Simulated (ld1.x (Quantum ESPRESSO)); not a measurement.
Results of a calculation; reference values are marked as such.
**Hardness and transferability of assorted potentials**

Generated with ld1.x 7.5 (TM, RRKJ, ultrasoft, PAW), atompaw 4.2 or ONCVPSP 4.0.1. The cutoff is in Ry: for ld1.x and atompaw files where the sum of valence levels is converged to 10 mRy in a Bessel basis, for ONCV files where the hardest occupied wave has 1 mHa per electron of residual kinetic energy. The error is the largest all-electron minus pseudo excitation energy over each file’s own four to seven test configurations (ionisations up to +4, promotions, holes and added fractions of an electron), all of which were solved. The labels leave out finer settings (local radius, basis sizes, second energies), which also bear on the numbers. Spin-polarised tests are not counted. The rows are a selection from randomly drawn settings: files with unsolved tests, undetermined cutoffs or missed reference levels are left out.

A true bound ghost makes a file unfit for plane-wave use even where its test errors are small: the radial tests pick states by their node count and pass the ghost by.

| element | potential | cutoff (Ry) | largest error (meV) | bound ghosts |
| --- | --- | --- | --- | --- |
| Al | ultrasoft, LDA (PZ), scalar-relativistic, rc 1.80/2.50 (sp), local smoothed, core correction yes, reference 3s1 3p2 | 8 | -6.8 | none |
| Se | TM, BLYP, scalar-relativistic, rc 1.60/1.55 (sp), local s, core correction yes, reference 4s2 4p2.5 | 40 | -83 | none |
| Ir | TM, PBEsol, fully relativistic, rc 1.90/2.30/1.30 (spd), local s, core correction yes, reference 5d7 6s1 6p0 | 40 | -597 | none |
| Bi | TM semilocal, PBE, non-relativistic, rc 2.20/2.70 (sp), local s, core correction yes, reference 6s2 6p3 | 18 | -460 | none |

(1) Fill in the row for Zn: TM, PBE, scalar-relativistic, rc 2.30/2.00/2.30 (spd), local p, core correction yes, reference 4s2 4p0.

(2) Fill in the row for O: TM, PBE, scalar-relativistic, rc 0.85/1.00/0.90 (spd), local smoothed, core correction yes, reference 2s2 2p4.

(3) Fill in the row for Li: TM, LDA (PZ), scalar-relativistic, rc 3.40/4.20/3.35 (spd), local p, core correction yes, reference 2s1 2p0.

Answers

(1) cutoff 10 Ry, largest error -275 meV, bound ghosts: d.

(2) cutoff 120 Ry, largest error +657 meV, bound ghosts: none.

(3) cutoff 6 Ry, largest error -7.2 meV, bound ghosts: none.
